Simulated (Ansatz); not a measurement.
Born–Oppenheimer molecular dynamics of AlFH3NO (7 atoms, charge 0, multiplicity 1). It starts from a relaxed structure.

Computed with Ansatz, RKS PBE-D4/def2-SVP.

```json
{
  "ensemble": "NVE (velocity Verlet)",
  "time step": "0.5 fs",
  "steps asked": "250",
  "starting velocities drawn for": "1500 K",
  "seed": "301818"
}
```

Frames 2.5 fs apart, positions in Å, forces in eV/Å.

Velocities at 45.0 fs (Å/ps):

```
Al 0.23 4.79 -0.34
N 1.56 5.75 6.40
H -0.49 -71.60 -32.95
H -10.27 -20.90 -0.15
O -2.47 -3.84 -1.71
H 8.86 -8.65 5.21
F 0.71 -2.44 -1.32
```

```xyz
7
Properties=species:S:1:pos:R:3:forces:R:3 time_fs=45.0 energy_less_start_eV=0.493 T=739
Al 0.102 -0.324 0.081 -3.08 1.24 0.96
N -0.035 0.079 1.800 2.23 -0.39 -0.21
H -0.791 0.298 2.405 -1.07 0.13 0.70
H 0.879 0.175 2.300 -0.91 -0.03 -0.24
O 1.622 -0.211 -0.564 2.43 -1.58 -0.73
H 2.190 -1.013 -0.389 -0.37 1.09 -0.43
F -1.399 -0.141 -0.705 0.77 -0.45 -0.07
7
Properties=species:S:1:pos:R:3:forces:R:3 time_fs=47.5 energy_less_start_eV=0.435 T=829
Al 0.100 -0.311 0.081 -2.70 1.14 1.09
N -0.026 0.092 1.813 0.43 -0.48 -1.94
H -0.847 0.126 2.364 -1.06 0.04 1.02
H 0.841 0.124 2.304 0.78 0.13 1.02
O 1.620 -0.223 -0.569 2.01 -1.05 -0.80
H 2.198 -1.000 -0.389 -0.10 0.62 -0.31
F -1.396 -0.148 -0.708 0.66 -0.39 -0.07
7
Properties=species:S:1:pos:R:3:forces:R:3 time_fs=50.0 energy_less_start_eV=0.451 T=807
Al 0.091 -0.295 0.084 -1.63 0.97 0.88
N -0.015 0.103 1.819 -2.65 -0.64 0.30
H -0.948 -0.038 2.373 2.40 0.37 -0.95
H 0.835 0.080 2.360 0.22 -0.01 0.79
O 1.626 -0.239 -0.578 -0.01 0.78 -1.02
H 2.207 -0.958 -0.406 1.25 -1.16 0.13
F -1.391 -0.156 -0.712 0.42 -0.31 -0.13
7
Properties=species:S:1:pos:R:3:forces:R:3 time_fs=52.5 energy_less_start_eV=0.369 T=933
Al 0.078 -0.277 0.088 -0.22 0.70 0.66
N -0.014 0.111 1.827 -0.80 -0.99 1.64
H -0.926 -0.181 2.337 1.94 0.70 -0.68
H 0.839 0.035 2.457 -1.40 0.06 -0.75
O 1.632 -0.254 -0.590 0.50 -0.48 -0.51
H 2.274 -0.966 -0.419 -0.11 0.24 -0.11
F -1.385 -0.165 -0.716 0.09 -0.22 -0.24
7
Properties=species:S:1:pos:R:3:forces:R:3 time_fs=55.0 energy_less_start_eV=0.366 T=938
Al 0.066 -0.258 0.094 1.18 0.50 0.48
N -0.016 0.115 1.840 1.77 0.06 -0.10
H -0.806 -0.289 2.268 -1.79 -0.50 1.08
H 0.771 -0.005 2.517 -0.48 0.19 -0.78
O 1.640 -0.270 -0.604 0.61 -1.11 -0.11
H 2.338 -0.964 -0.438 -1.06 1.00 -0.22
F -1.378 -0.174 -0.721 -0.23 -0.15 -0.35
7
Properties=species:S:1:pos:R:3:forces:R:3 time_fs=57.5 energy_less_start_eV=0.452 T=804
Al 0.055 -0.237 0.102 2.27 0.33 0.27
N -0.013 0.119 1.853 -1.12 -0.22 -0.95
H -0.768 -0.420 2.249 -1.25 -0.09 0.39
H 0.683 -0.035 2.539 1.75 0.07 0.73
O 1.650 -0.289 -0.619 -1.67 0.51 -0.20
H 2.353 -0.915 -0.467 0.46 -0.50 0.19
F -1.372 -0.185 -0.726 -0.43 -0.10 -0.42
7
Properties=species:S:1:pos:R:3:forces:R:3 time_fs=60.0 energy_less_start_eV=0.588 T=595
Al 0.050 -0.215 0.110 2.82 0.06 0.02
N -0.014 0.122 1.863 -2.48 -2.18 1.27
H -0.799 -0.550 2.253 1.09 1.73 -0.80
H 0.680 -0.059 2.589 0.72 0.29 -0.28
O 1.654 -0.307 -0.635 -2.34 0.79 -0.10
H 2.388 -0.888 -0.486 0.65 -0.65 0.29
F -1.368 -0.195 -0.734 -0.46 -0.05 -0.41
7
Properties=species:S:1:pos:R:3:forces:R:3 time_fs=62.5 energy_less_start_eV=0.601 T=575
Al 0.051 -0.194 0.117 2.87 -0.11 -0.20
N -0.024 0.116 1.877 -0.80 -2.11 2.04
H -0.778 -0.586 2.217 0.76 1.45 -0.36
H 0.720 -0.066 2.623 -0.68 0.52 -1.50
O 1.650 -0.322 -0.651 -0.59 -0.49 0.31
H 2.450 -0.892 -0.490 -1.28 0.75 -0.02
F -1.365 -0.206 -0.742 -0.29 -0.01 -0.27
7
Properties=species:S:1:pos:R:3:forces:R:3 time_fs=65.0 energy_less_start_eV=0.516 T=705
Al 0.058 -0.172 0.125 2.53 -0.13 -0.37
N -0.037 0.101 1.900 1.34 0.72 -0.59
H -0.724 -0.548 2.166 -2.00 -1.19 1.13
H 0.729 -0.044 2.578 -0.03 0.25 -0.53
O 1.643 -0.339 -0.665 -1.30 0.06 0.27
H 2.450 -0.861 -0.493 -0.60 0.27 0.12
F -1.362 -0.216 -0.752 0.05 0.02 -0.03
7
Properties=species:S:1:pos:R:3:forces:R:3 time_fs=67.5 energy_less_start_eV=0.466 T=782
Al 0.071 -0.151 0.132 1.73 -0.24 -0.48
N -0.047 0.089 1.920 -0.96 0.47 -2.23
H -0.768 -0.563 2.172 -0.85 -0.47 0.98
H 0.742 -0.008 2.506 1.33 -0.21 1.05
O 1.630 -0.355 -0.679 -2.99 1.16 -0.09
H 2.422 -0.818 -0.487 1.28 -0.79 0.54
F -1.360 -0.227 -0.761 0.47 0.08 0.23
7
Properties=species:S:1:pos:R:3:forces:R:3 time_fs=70.0 energy_less_start_eV=0.447 T=813
Al 0.088 -0.131 0.137 0.58 -0.46 -0.45
N -0.060 0.078 1.932 -1.43 -1.27 -0.50
H -0.858 -0.602 2.234 1.83 1.46 0.06
H 0.814 0.018 2.481 -0.61 -0.28 0.12
O 1.608 -0.368 -0.693 -0.63 0.08 0.25
H 2.447 -0.808 -0.454 -0.59 0.31 0.06
F -1.356 -0.237 -0.770 0.85 0.16 0.47
7
Properties=species:S:1:pos:R:3:forces:R:3 time_fs=72.5 energy_less_start_eV=0.430 T=839
Al 0.106 -0.112 0.142 -0.61 -0.62 -0.31
N -0.078 0.063 1.942 0.58 -0.65 -0.12
H -0.854 -0.565 2.304 1.29 0.90 0.05
H 0.855 0.027 2.466 -1.82 -0.23 -0.39
O 1.583 -0.380 -0.707 0.67 -0.28 0.36
H 2.445 -0.786 -0.417 -1.27 0.63 -0.24
F -1.349 -0.247 -0.777 1.16 0.26 0.66
```

Of the whole run (125 fs, mean temperature of the second half 696 K): The conserved energy stayed within 0.74 meV per atom of its start (net change 0.57 meV per atom), so the integration is sound. Over the second half the temperature averaged 0.46 of the 1500 K drawn at the start: a run that starts near a minimum puts about half its kinetic energy into the potential. A run of 0.12 ps of so small a system gives no equilibrium averages.

The run took 3.4 min on 2 threads of Arm Neoverse V2 (shared host), peak memory 0.12 GiB.
